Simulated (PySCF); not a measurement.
Isomers of C7H14N2Si, mass 154.093 u with the commonest isotopes. Level of theory: PBE0/pcSseg-1 in PySCF (dipole) on a GFN2-xTB geometry, gas phase. One conformer each, none proved a minimum here; rigid rotors.

Task: Order these by out-of-plane moment Σ m c² = (Ia + Ib − Ic)/2, smallest first.
A. `[CH3:1][N:2]([C@H:3]1[CH:4]=[N:5][SiH2:6][CH2:7]1)[CH:8]1[CH2:9][CH2:10]1` with C1–N2–C3–C4 -63°, C1–N2–C8–C9 152°, N2–C3–C4–N5 142°, C4–N5–Si6–C7 -6°, N5–Si6–C7–C3 12°, N2–C8–C9–C10 -107°
B. `[CH:1]#[C:2][Si@@H:3]1[NH:4][CH2:5][C@@H:6]([CH:7]([CH3:8])[CH3:9])[NH:10]1` with C5–C6–C7–C8 -59°, C2–Si3–N4–C5 -135°, Si3–N4–C5–C6 31°, N4–C5–C6–C7 -157°, C5–C6–N10–Si3 26°
C. `[CH2:1]=[CH:2][CH2:3][N:4]([CH3:5])[C@@H:6]1[CH:7]=[N:8][SiH2:9][CH2:10]1` with C1–C2–C3–N4 -128°, C2–C3–N4–C5 -170°, C3–N4–C6–C7 -168°, N4–C6–C7–N8 -143°, C7–N8–Si9–C10 7°, N8–Si9–C10–C6 -13°, N4–C6–C10–Si9 141°

Result: B (52.22 u·Å²), A (74.56 u·Å²), C (75.95 u·Å²).

Task: Order these by rotational constant A, largest first.
A. `[CH3:1][N:2]([C@H:3]1[CH:4]=[N:5][SiH2:6][CH2:7]1)[CH:8]1[CH2:9][CH2:10]1` with C1–N2–C3–C4 -63°, C1–N2–C8–C9 152°, N2–C3–C4–N5 142°, C4–N5–Si6–C7 -6°, N5–Si6–C7–C3 12°, N2–C8–C9–C10 -107°
B. `[CH:1]#[C:2][Si@@H:3]1[NH:4][CH2:5][C@@H:6]([CH:7]([CH3:8])[CH3:9])[NH:10]1` with C5–C6–C7–C8 -59°, C2–Si3–N4–C5 -135°, Si3–N4–C5–C6 31°, N4–C5–C6–C7 -157°, C5–C6–N10–Si3 26°
C. `[CH2:1]=[CH:2][CH2:3][N:4]([CH3:5])[C@@H:6]1[CH:7]=[N:8][SiH2:9][CH2:10]1` with C1–C2–C3–N4 -128°, C2–C3–N4–C5 -170°, C3–N4–C6–C7 -168°, N4–C6–C7–N8 -143°, C7–N8–Si9–C10 7°, N8–Si9–C10–C6 -13°, N4–C6–C10–Si9 141°

Result: A (2740 MHz), B (2431 MHz), C (1935 MHz).

Task: Order these by radius of gyration √(Σ m r²/M), largest first.
A. `[CH:1]#[C:2][Si@@H:3]1[NH:4][CH2:5][C@@H:6]([CH:7]([CH3:8])[CH3:9])[NH:10]1` with C5–C6–C7–C8 -59°, C2–Si3–N4–C5 -135°, Si3–N4–C5–C6 31°, N4–C5–C6–C7 -157°, C5–C6–N10–Si3 26°
B. `[CH3:1][N:2]([C@H:3]1[CH:4]=[N:5][SiH2:6][CH2:7]1)[CH:8]1[CH2:9][CH2:10]1` with C1–N2–C3–C4 -63°, C1–N2–C8–C9 152°, N2–C3–C4–N5 142°, C4–N5–Si6–C7 -6°, N5–Si6–C7–C3 12°, N2–C8–C9–C10 -107°
C. `[CH2:1]=[CH:2][CH2:3][N:4]([CH3:5])[C@@H:6]1[CH:7]=[N:8][SiH2:9][CH2:10]1` with C1–C2–C3–N4 -128°, C2–C3–N4–C5 -170°, C3–N4–C6–C7 -168°, N4–C6–C7–N8 -143°, C7–N8–Si9–C10 7°, N8–Si9–C10–C6 -13°, N4–C6–C10–Si9 141°

Result: A (2.524 Å), B (2.435 Å), C (2.410 Å).

```tsv
SMILES	point group	Ia (u·Å²)	Ib (u·Å²)	Ic (u·Å²)	κ	μa (D)	μb (D)	μc (D)
C#C[Si@@H]1NC[C@@H](C(C)C)N1	C1	207.85	825.99	929.41	-0.93	0.60	0.19	0.38
CN(C1CC1)[C@H]1C=N[SiH2]C1	C1	184.46	803.62	838.96	-0.98	1.87	1.25	1.31
C=CCN(C)[C@@H]1C=N[SiH2]C1	C1	261.17	709.47	818.74	-0.86	2.05	0.44	1.54
```
